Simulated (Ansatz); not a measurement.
Isolated molecules relaxed with PBE0-D4/def2-TZVP in Ansatz; ΔE leaves out vibrations. CCSD(T)/CBS is the MP2 limit (def2-TZVPP, def2-QZVPP) plus CCSD(T) − MP2 in def2-TZVPP, frozen cores. Functionals use def2-TZVPP. Elements past krypton have def2 core potentials. For As, Te outer-core shells are correlated without core-valence functions, which leaves a few kJ/mol of doubt a bond. Scalar relativity is left out up to krypton.

Reaction (cleavage of the Si–As bond): `[AsH2][SiH]1CO1` + H₂Te → `[TeH][SiH]1CO1` + `[AsH3]`

`[AsH2][SiH]1CO1`:

```xyz
9

As   -0.011   -2.048    0.502
Si   -0.126    0.106   -0.420
C     0.229    1.558    0.599
O    -1.163    1.164    0.345
H     1.170   -2.385   -0.403
H    -1.003   -2.585   -0.524
H    -0.097    0.207   -1.899
H     0.487    2.517    0.154
H     0.513    1.467    1.646
```

H₂Te:

```xyz
3

Te    0.268   -0.540    0.491
H     0.911    0.302   -0.782
H    -1.179    0.239    0.291
```

`[TeH][SiH]1CO1`:

Cartesian coordinates in Å:
```
Te -0.729 -1.956 1.554
Si 0.001 0.261 0.764
C 0.495 0.652 -0.926
O -0.847 1.038 -0.428
H -0.908 -2.478 -0.008
H 0.417 1.069 1.932
H 0.453 -0.095 -1.716
H 1.117 1.510 -1.173
```

`[AsH3]`:

```xyz
4

As    0.429    0.242    0.402
H     0.735   -0.859   -0.603
H    -0.854   -0.446    0.845
H    -0.310    1.064   -0.644
```

| species | PBE0 energy (Eh) |
| --- | --- |
| `[AsH2][SiH]1CO1` | -2641.22589 |
| H₂Te | -269.21910 |
| `[TeH][SiH]1CO1` | -673.07129 |
| `[AsH3]` | -2237.38564 |

Question: Work out ΔE.

Answer: ΔE = (-673.07129) + (-2237.38564) − (-2641.22589) − (-269.21910) = -0.01194 Eh = -31.3 kJ/mol. CCSD(T)/CBS gives -35.7 kJ/mol.

Largest T1 diagnostic among the species: 0.013.
